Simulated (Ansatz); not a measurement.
`C[CH](C)[Ge][Cl]` + NH₃ → `C[CH](C)[Ge][NH2]` + HCl at 400 K and 1 bar (ligand exchange at a Ge–Cl bond).

Calculated with Ansatz (gas phase, PBE0-D4/def2-TZVP geometries, no zero-point term in ΔE). CCSD(T)/CBS adds triple-zeta CCSD(T) − MP2 to the extrapolated MP2 energy (def2 sets, frozen cores). This one scheme is used for every species. For Ge outer-core shells are correlated without core-valence functions, which leaves a few kJ/mol of doubt a bond. Scalar relativity is left out up to krypton. Each species was taken in one conformer, which may not be the lowest.

```
            species  CCSD(T)/CBS energy (Eh)  H − E (kJ/mol)  S (J/(mol·K))
 `C[CH](C)[Ge][Cl]`              -2654.29224           281.3          411.9
                NH₃                -56.50880           104.2          203.1
`C[CH](C)[Ge][NH2]`              -2250.39816           348.7          408.3
                HCl               -460.38127            29.6          195.4
```

H − E and S are ideal-gas, rigid-rotor, harmonic terms from PBE0-D4/def2-TZVP, for one conformer and one mirror image of each species. 1 Eh = 2625.50 kJ/mol, R = 8.31446 J/(mol·K).

Question: By hand: ΔE, ΔH, ΔS and ΔG.

Answer: ΔE = (-2250.39816) + (-460.38127) − (-2654.29224) − (-56.50880) = 0.02161 Eh = 56.7 kJ/mol. Δ(H − E) = 348.7 + 29.6 − 281.3 − 104.2 = -7.2, so ΔH = 49.5 kJ/mol. ΔS = 408.3 + 195.4 − 411.9 − 203.1 = -11.3 J/(mol·K). ΔG = 49.5 − 400 × (-11.3)/1000 = 54.0 kJ/mol.

Question: By hand: the equilibrium constant, and the temperature at which ΔG would vanish if ΔH and ΔS stayed fixed.

Answer: log₁₀ K = −ΔG/(RT ln 10) = -7.1. ΔH and −TΔS have one sign here, so there is no such temperature.

The number of gas molecules stays the same, so ΔS is small and ΔH decides. A doubt of 5 kJ/mol in ΔE shifts log₁₀ K by 0.7 here. Other conformers and mirror images would add mixing entropy, several J/(mol·K) or more a flexible species. Modes under 60 cm⁻¹, often nearly free rotors, make the harmonic entropy too high. These are equilibria of isolated gas molecules and say nothing of rates. Largest T1 diagnostic: 0.013 (customary marks: 0.02 for closed shells, 0.045 for open ones).

ΔS is within the doubt of such terms, so its sign, and with it that verdict, could turn.
